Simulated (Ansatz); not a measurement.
`[Br][Al]([Br])[Br]` + H–F → `[F][Al]([Br])[Br]` + HBr at 500 K and 1 bar (ligand exchange at the Al–Br bond).

Computed with Ansatz on PBE0-D4/def2-TZVP structures; ΔE is electronic, products minus reactants. CCSD(T)/CBS is the MP2 limit (def2-TZVPP, def2-QZVPP) plus CCSD(T) − MP2 in def2-TZVPP, frozen cores. This one scheme is used for every species. For Br outer-core shells are correlated without core-valence functions, which leaves a few kJ/mol of doubt a bond. Scalar relativity is left out up to krypton.

```csv
species,CCSD(T)/CBS energy (Eh),H − E (kJ/mol),S (J/(mol·K))
`[Br][Al]([Br])[Br]`,-7962.17915,43.3,388.9
H–F,-100.39570,39.4,188.7
`[F][Al]([Br])[Br]`,-5488.66195,44.9,372.9
HBr,-2573.91920,30.5,213.7
```

H − E and S are ideal-gas, rigid-rotor, harmonic terms from PBE0-D4/def2-TZVP. 1 Eh = 2625.50 kJ/mol, R = 8.31446 J/(mol·K).

Problem. By hand: ΔE, ΔH, ΔS and ΔG.

Solution. ΔE = (-5488.66195) + (-2573.91920) − (-7962.17915) − (-100.39570) = -0.00630 Eh = -16.5 kJ/mol. Δ(H − E) = 44.9 + 30.5 − 43.3 − 39.4 = -7.3, so ΔH = -23.8 kJ/mol. ΔS = 372.9 + 213.7 − 388.9 − 188.7 = 9.0 J/(mol·K). ΔG = -23.8 − 500 × (9.0)/1000 = -28.3 kJ/mol.

Problem. By hand: the equilibrium constant, and the temperature at which ΔG would vanish if ΔH and ΔS stayed fixed.

Solution. log₁₀ K = −ΔG/(RT ln 10) = 3.0. ΔH and −TΔS have one sign here, so there is no such temperature.

The number of gas molecules stays the same, so ΔS is small and ΔH decides. A doubt of 5 kJ/mol in ΔE shifts log₁₀ K by 0.5 here. These are equilibria of isolated gas molecules and say nothing of rates. Largest T1 diagnostic: 0.008 (customary marks: 0.02 for closed shells, 0.045 for open ones).
